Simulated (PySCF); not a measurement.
## Structure elucidation problem

An unknown has the formula C$_{4}$Cl$_{2}$F$_{4}$O$_{2}$. Its calculated NMR data are:

$^{13}$C{$^{1}$H} NMR (computed): δ 176.3 (C, 2C), 117.2 (C, 2C).

All values are calculated (PySCF 2.14.0 with density-fitted response routines): NMR shieldings at PBE0/pcSseg-1/GIAO, structure optimised with GFN2-xTB. Relativity neglected, one conformer, equivalent nuclei averaged, gas phase.

δ = σ(ref) − σ, references computed at the same level: TMS for $^{13}$C (σ = 186.93 ppm).

**Question.** Deduce the structure.

**Answer.** 
1. The formula gives 2 degrees of unsaturation (no ring in the answer).
2. 2 carbon signals for 4 carbons: some carbons are equivalent by symmetry or fast rotation.
3. Carbon types of the structure: 4 × C.
4. δC 176.3: carbonyl carbon.
5. δC 117.2: fully substituted sp3 carbon bonded to 2 F, α to a carbonyl; 2 electronegative neighbours deshield it.

Structure: perfluorosuccinyl chloride (SMILES ClC(C(C(C(=O)Cl)(F)F)(F)F)=O).

The data come from this structure; uniqueness wasn't tested.

Carbons that carry Cl, above all several Cl atoms, come out too deshielded, partly because spin–orbit coupling is missing. Splittings by $^{19}$F in the carbon and heteronuclear signals aren't shown, as no couplings were computed. Shifts are as computed. Against solution values, carbons near 30 ppm lie about +3 ppm off and those near 130 ppm about +5 ppm; carbons on Cl a further +6 ppm. Of 1211 compounds with measured shifts, 218 miss one by over three times the rms of a fit or turn the order of signals round; such compounds aren't used in these exercises.
